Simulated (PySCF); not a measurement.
Spin-rotation constants: SMILES FC1=CCCP1n1cccc1, C8H9FNP

Geometry (Å), atoms numbered from 1 in this order:
```xyz
20

F    -0.882    0.620   -2.927
C    -1.225    0.270   -1.677
C    -2.109    0.929   -0.941
C    -2.351    0.377    0.424
C    -1.595   -0.957    0.554
P    -0.476   -1.228   -0.926
N     0.994   -0.526   -0.364
C     2.192   -1.197   -0.399
C     3.161   -0.399    0.127
C     2.539    0.816    0.499
C     1.218    0.710    0.187
H    -2.625    1.817   -1.271
H    -3.421    0.230    0.583
H    -2.014    1.097    1.176
H    -2.300   -1.790    0.577
H    -1.000   -1.010    1.467
H     2.244   -2.192   -0.797
H     4.200   -0.640    0.239
H     3.022    1.665    0.944
H     0.423    1.420    0.303
```

Theory: GIAO B97-2/pcSseg-1 magnetisability, rotational g tensor and spin-rotation constants, non-relativistic, gas phase in PySCF. Geometry: GFN2-xTB.

Task: Give the nuclear spin-rotation constants along the inertial axes (H = +C I·J) beside the isotropic shieldings.

Result: Rotational constants 1.7099, 0.7326, 0.6843 GHz. A star marks the isotopologue with that one atom substituted, in its own axes.
| atom | isotope | Caa (kHz) | Cbb (kHz) | Ccc (kHz) | mean (kHz) | σ (ppm) |
| --- | --- | --- | --- | --- | --- | --- |
| F1 | 19F | 1.354 | 0.886 | 0.662 | 0.967 | 299.0 |
| P6 | 31P | 2.679 | 1.274 | 1.094 | 1.682 | 298.3 |
| N7 | 14N | 0.241 | 0.040 | 0.084 | 0.121 | 84.8 |
| H12 | 1H | -0.062 | -0.056 | -0.007 | -0.042 | 25.8 |
| H13 | 1H | 0.013 | -0.054 | -0.076 | -0.039 | 29.1 |
| H14 | 1H | -0.139 | -0.058 | -0.008 | -0.068 | 28.8 |
| H15 | 1H | -0.124 | -0.055 | -0.026 | -0.068 | 29.5 |
| H16 | 1H | -0.064 | -0.026 | -0.083 | -0.057 | 29.9 |
| H17 | 1H | -0.158 | -0.079 | 0.066 | -0.057 | 25.0 |
| H18 | 1H | 0.167 | -0.078 | -0.067 | 0.007 | 25.5 |
| H19 | 1H | -0.093 | -0.078 | 0.041 | -0.044 | 25.2 |
| H20 | 1H | 0.009 | -0.077 | -0.003 | -0.024 | 25.0 |
| C2 | 13C* | 0.569 | 0.346 | 0.232 | 0.382 | 10.7 |
| C3 | 13C* | 0.392 | 0.303 | 0.182 | 0.292 | 62.4 |
| C4 | 13C* | 0.294 | 0.109 | 0.113 | 0.172 | 154.6 |
| C5 | 13C* | 0.263 | 0.114 | 0.123 | 0.167 | 154.4 |
| C8 | 13C* | 0.580 | 0.137 | 0.278 | 0.331 | 57.8 |
| C9 | 13C* | 0.698 | 0.100 | 0.220 | 0.339 | 72.6 |

For the geometry as given, no vibrational averaging.
